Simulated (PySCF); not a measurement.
AsF2GaH2, SMILES [F][Ga]([F])[AsH2]. Geometry: PBE-D3(BJ)/def2-SVP.

Task: Give the equilibrium geometry at PBE-D3(BJ)/def2-SVP (PySCF confirms it by a frequency run) as bond lengths and angles, and its point group. (An estimate is asked for; the answer gives what the named calculation found.)

Result: point group Cs.
Atoms: Ga1 As2 H3 H4 F5 F6. Bonded distances (Å): Ga1–As2 2.408, Ga1–F5 1.768, Ga1–F6 1.768, As2–H3 1.541, As2–H4 1.541. Bond angles (°): As2–Ga1–F5 124.0, As2–Ga1–F6 124.0, F5–Ga1–F6 111.9, Ga1–As2–H3 88.6, Ga1–As2–H4 88.6, H3–As2–H4 91.8.
